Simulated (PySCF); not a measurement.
C$_{3}$H$_{9}$N, charge -1, doublet, at the geometry of the source list (a state made from the parent by changing its charge; the spin is typed, not shown lowest) (in this run its highest filled SCF level lies above zero, so its values depend strongly on the basis, on diffuse functions most of all), with bond 13-4 at 1.6 times its length; DF-PBE/6-311G** run with PySCF.

The PySCF input:
```python
from pyscf import gto, scf, dft

mol = gto.M(
    atom='''
C    -1.849200   -0.011800    0.244200
C    -0.451700   -0.446200   -0.172200
N     0.508200    0.610600    0.090700
C     1.863300    0.246100   -0.262900
H    -2.120300    0.903600   -0.273800
H    -2.571800   -0.785700   -0.000100
H    -1.887600    0.173700    1.315500
H    -0.186600   -1.389700    0.341600
H    -0.430000   -0.640000   -1.249400
H     0.469200    0.859000    1.076500
H     2.525600    1.078000   -0.031400
H     1.902600    0.056500   -1.335900
H     2.447460   -1.194060    0.569420
''',
    basis='6-311g**',
    charge=-1,
    spin=1,
    verbose=4,
)

mf = dft.UKS(mol)
mf.xc = 'pbe'
mf = mf.density_fit(auxbasis='def2-universal-jkfit')
mf = mf.newton()
mf.kernel()
mf.analyze()
```

Question: Write the output that PySCF gives for this input, abridged.

Answer: 
```
PySCF version 2.14.0

[INPUT] verbose = 4
[INPUT] num. atoms = 13
[INPUT] num. electrons = 35
[INPUT] charge = -1
[INPUT] spin (= nelec alpha-beta = 2S) = 1
[INPUT] symmetry False subgroup None
[INPUT] Mole.unit = angstrom
[INPUT] Symbol           X                Y                Z      unit          X                Y                Z       unit  Magmom
[...]
nuclear repulsion = 131.783929091603
number of shells = 68
number of NR pGTOs = 196
number of NR cGTOs = 126
basis = 6-311g**
ecp = {}

******** <class 'pyscf.soscf.newton_ah.SecondOrderDFUKS'> ********
method = SecondOrderDFUKS
initial guess = minao
damping factor = 0
level_shift factor = 0
DIIS = <class 'pyscf.scf.diis.CDIIS'>
diis_start_cycle = 1
diis_space = 8
diis_damp = 0
SCF conv_tol = 1e-09
SCF conv_tol_grad = None
SCF max_cycles = 50
direct_scf = False
number electrons alpha = 18  beta = 17
XC library pyscf.dft.libxc version 7.1.2
    S. Lehtola, C. Steigemann, M. J. T. Oliveira, and M. A. L. Marques,  SoftwareX 7, 1–5 (2018)
XC functionals = pbe
    J. P. Perdew, K. Burke, and M. Ernzerhof,  Phys. Rev. Lett. 77, 3865 (1996)
    J. P. Perdew, K. Burke, and M. Ernzerhof,  Phys. Rev. Lett. 78, 1396 (1997)
    J. P. Perdew, K. Burke, and M. Ernzerhof,  Phys. Rev. Lett. 77, 3865 (1996)
    J. P. Perdew, K. Burke, and M. Ernzerhof,  Phys. Rev. Lett. 78, 1396 (1997)
radial grids:
    Treutler-Ahlrichs [JCP 102, 346 (1995); DOI:10.1063/1.469408] (M4) radial grids

becke partition: Becke, JCP 88, 2547 (1988); DOI:10.1063/1.454033
pruning grids: <function nwchem_prune>
grids dens level: 3
symmetrized grids: False
atomic radii adjust function: <function treutler_atomic_radii_adjust>
small_rho_cutoff = 0
******** <class 'pyscf.df.df_jk.DFUKS'> Newton solver flags ********
SCF tol = 1e-09
conv_tol_grad = None
max. SCF cycles = 50
direct_scf = False
max_cycle_inner = 12
max_stepsize = 0.05
ah_start_tol = 1e+09
ah_level_shift = 0
ah_conv_tol = 1e-12
ah_lindep = 1e-14
ah_start_cycle = 1
ah_max_cycle = 40
ah_grad_trust_region = 2.5
kf_interval = 4
kf_trust_region = 5
canonicalization = True
Set conv_tol_grad to 3.16228e-05
tot grids = 144528

Initial guess E= -173.993304431749  |g|= 0.469384
macro= 0  E= -174.110877793096  delta_E= -0.117573  |g|= 0.456769  3 KF 16 JK
macro= 1  E= -174.140812706505  delta_E= -0.0299349  |g|= 0.0179907  3 KF 10 JK
macro= 2  E= -174.14089329454  delta_E= -8.0588e-05  |g|= 0.000130123  3 KF 14 JK
macro= 3  E= -174.140893300202  delta_E= -5.66251e-09  |g|= 3.0233e-05  1 KF 6 JK
macro= 4  E= -174.140893300203  delta_E= -6.25278e-13  |g|= 6.65852e-06  1 KF 2 JK
Canonicalize SCF orbitals
macro X = 5  E=-174.140893300203  |g|= 6.65852e-06  total 12 KF 54 JK
converged SCF energy = -174.140893300203  <S^2> = 0.75205188  2S+1 = 2.0020508
**** SCF Summaries ****
Total Energy =                        -174.140893300202833
Nuclear Repulsion Energy =             131.783929091602829
One-electron Energy =                 -500.857509223775537
Two-electron Energy =                  194.932686831969875
Two-electron Coulomb Energy =          221.386226479850166
DFT Exchange-Correlation Energy =      -26.453539647880284
**** MO energy ****
                             alpha | beta                alpha | beta
[...]
To work with the spin densities directly, `use mulliken_meta_spin()` only printing them here.

 ** Mulliken spin pop alpha/beta on meta-lowdin orthogonal AOs **
 ** Mulliken Spin Density (per AO)  **
spin_pop of  0 C 1s        0.00000
spin_pop of  0 C 2s        0.00782
spin_pop of  0 C 3s        0.00165
spin_pop of  0 C 4s        0.00002
spin_pop of  0 C 2px       0.00543
spin_pop of  0 C 2py      -0.00015
spin_pop of  0 C 2pz       0.00432
spin_pop of  0 C 3px      -0.00003
spin_pop of  0 C 3py       0.00048
spin_pop of  0 C 3pz       0.00073
spin_pop of  0 C 4px       0.00017
spin_pop of  0 C 4py       0.00003
spin_pop of  0 C 4pz       0.00032
spin_pop of  0 C 3dxy      0.00003
spin_pop of  0 C 3dyz      0.00003
spin_pop of  0 C 3dz^2    -0.00002
[...]
spin_pop of  3 C 2pz       0.04019
spin_pop of  3 C 3px       0.00083
spin_pop of  3 C 3py       0.00636
spin_pop of  3 C 3pz       0.00080
spin_pop of  3 C 4px       0.00021
spin_pop of  3 C 4py       0.00007
spin_pop of  3 C 4pz       0.00008
spin_pop of  3 C 3dxy     -0.00010
spin_pop of  3 C 3dyz      0.00046
spin_pop of  3 C 3dz^2    -0.00017
spin_pop of  3 C 3dxz     -0.00003
spin_pop of  3 C 3dx2-y2   -0.00016
spin_pop of  4 H 1s        0.00105
spin_pop of  4 H 2s        0.00163
spin_pop of  4 H 3s        0.00000
spin_pop of  4 H 2px      -0.00001
spin_pop of  4 H 2py       0.00002
spin_pop of  4 H 2pz       0.00010
spin_pop of  5 H 1s        0.00885
spin_pop of  5 H 2s        0.00911
spin_pop of  5 H 3s        0.00029
spin_pop of  5 H 2px       0.00000
spin_pop of  5 H 2py      -0.00000
spin_pop of  5 H 2pz       0.00008
spin_pop of  6 H 1s        0.01339
spin_pop of  6 H 2s        0.01901
spin_pop of  6 H 3s        0.00126
spin_pop of  6 H 2px       0.00023
spin_pop of  6 H 2py       0.00001
spin_pop of  6 H 2pz      -0.00001
spin_pop of  7 H 1s        0.00068
spin_pop of  7 H 2s        0.01351
spin_pop of  7 H 3s        0.00031
spin_pop of  7 H 2px       0.00008
spin_pop of  7 H 2py       0.00008
spin_pop of  7 H 2pz       0.00035
spin_pop of  8 H 1s        0.01389
spin_pop of  8 H 2s        0.01297
spin_pop of  8 H 3s        0.00095
spin_pop of  8 H 2px       0.00002
spin_pop of  8 H 2py       0.00022
spin_pop of  8 H 2pz      -0.00002
spin_pop of  9 H 1s        0.03179
spin_pop of  9 H 2s        0.01920
spin_pop of  9 H 3s        0.00127
spin_pop of  9 H 2px      -0.00001
spin_pop of  9 H 2py       0.00061
spin_pop of  9 H 2pz       0.00004
spin_pop of  10 H 1s        0.01180
spin_pop of  10 H 2s        0.01505
spin_pop of  10 H 3s        0.00047
spin_pop of  10 H 2px       0.00005
spin_pop of  10 H 2py       0.00031
spin_pop of  10 H 2pz       0.00014
spin_pop of  11 H 1s        0.00852
spin_pop of  11 H 2s        0.01375
spin_pop of  11 H 3s        0.00069
spin_pop of  11 H 2px       0.00013
spin_pop of  11 H 2py       0.00051
spin_pop of  11 H 2pz       0.00001
spin_pop of  12 H 1s        0.23151
spin_pop of  12 H 2s        0.07545
spin_pop of  12 H 3s        0.00454
spin_pop of  12 H 2px       0.00013
spin_pop of  12 H 2py       0.00183
spin_pop of  12 H 2pz       0.00084
 ** Mulliken Spin Density (per atom)  **
spin density of  0 C =      0.02089
spin density of  1 C =      0.03115
spin density of  2 N =      0.05851
spin density of  3 C =      0.37276
spin density of  4 H =      0.00279
spin density of  5 H =      0.01832
spin density of  6 H =      0.03388
spin density of  7 H =      0.01501
spin density of  8 H =      0.02803
spin density of  9 H =      0.05292
spin density of  10 H =      0.02784
spin density of  11 H =      0.02361
spin density of  12 H =      0.31430
 ** Mulliken pop alpha/beta on meta-lowdin orthogonal AOs **
 ** Mulliken pop       alpha | beta **
In total            18.00000 | 17.00000
 ** Mulliken atomic charges   ( Nelec_alpha | Nelec_beta ) **
charge of  0C =     -0.35775  (     3.18932      3.16843 )
charge of  1C =     -0.10596  (     3.06855      3.03740 )
charge of  2N =     -0.34237  (     3.70044      3.64193 )
charge of  3C =     -0.34208  (     3.35742      2.98466 )
charge of  4H =      0.09012  (     0.45633      0.45354 )
charge of  5H =      0.07371  (     0.47230      0.45398 )
charge of  6H =      0.06512  (     0.48438      0.45050 )
charge of  7H =      0.05787  (     0.47857      0.46356 )
charge of  8H =      0.06399  (     0.48202      0.45399 )
charge of  9H =      0.14325  (     0.45484      0.40192 )
charge of  10H =      0.04138  (     0.49323      0.46539 )
charge of  11H =      0.04448  (     0.48956      0.46595 )
charge of  12H =     -0.43178  (     0.87304      0.55874 )

WARN: System has nonzero charge -1; the dipole moment is origin-dependent.
Location of origin: [0. 0. 0.]

Dipole moment(X, Y, Z, Debye): -6.71090,  2.15891, -0.89507
```
